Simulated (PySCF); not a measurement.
**Computed properties of C₃H₆O₃, SMILES O(C)C(=O)OC**

dimethyl carbonate (C3H6O3), SMILES COC(=O)OC. The structure is a stationary point at PBE0-D3(BJ)/def2-SVP. The values are those of a single conformer. All values are computed for the isolated molecule unless a solvent is named; none is compared with measurement here.

**Structure.** The optimised structure has C2v symmetry. All 30 harmonic modes at PBE0-D3(BJ)/def2-SVP (PySCF) are real, so it is a minimum. With heavy atoms numbered as in [CH3:1][O:2][C:3](=[O:4])[O:5][CH3:6], the shortest bond between them is C3–O4 at 1.202 Å and the longest O5–C6 at 1.415 Å.

**Vibrations.** The strongest infrared lines (harmonic, unscaled, degenerate partners summed) lie at 1376 cm⁻¹ (689 km/mol, C 54 %, H 32 %, O 15 %), 1894 cm⁻¹ (320 km/mol, C 66 %, O 33 %), 1502 cm⁻¹ (207 km/mol, H 58 %, C 31 %, O 11 %). The softest mode is at 103 cm⁻¹ and the zero-point energy is 60.4 kcal/mol.

**Electronic structure.** M06-2X/def2-TZVP (PySCF) places the frontier levels at -10.27 and 1.96 eV, a gap of 12.23 eV, and gives a dipole moment of 0.47 D and a mean polarisability of 46.5 bohr³. PBE/def2-TZVP (PySCF) at the same geometry gives -6.66 and 0.00 eV, so its gap is 5.57 eV narrower. An orbital gap is neither the optical nor the fundamental gap.

**Excitations.** TDA-PBE0/def2-SVPD (PySCF) has S1 at 7.15 eV (173 nm, f = 0.000, dark); the most intense of the 10 singlets computed lies at 8.78 eV (f = 0.29). T1 (TDA) is at 6.65 eV, 0.50 eV under S1. TDA-PBE/def2-SVPD (PySCF) puts S1 at 6.72 eV. No vertical singlet excitation falls in the visible range (under 3.1 eV).

**NMR.** GIAO shifts at HF/pcSseg-1 (PySCF) (non-relativistic, atoms alike by connectivity averaged): ¹³C from 52.1 to 164.4 ppm against TMS; ¹H at 3.9 ppm against TMS.

**Solvation.** SMD-ωB97X/def2-SVP (PySCF) gives -3.1 kcal/mol in water, -4.0 kcal/mol in ethanol, -3.6 kcal/mol in chlorobenzene (1 M in both phases, gas-phase geometry).
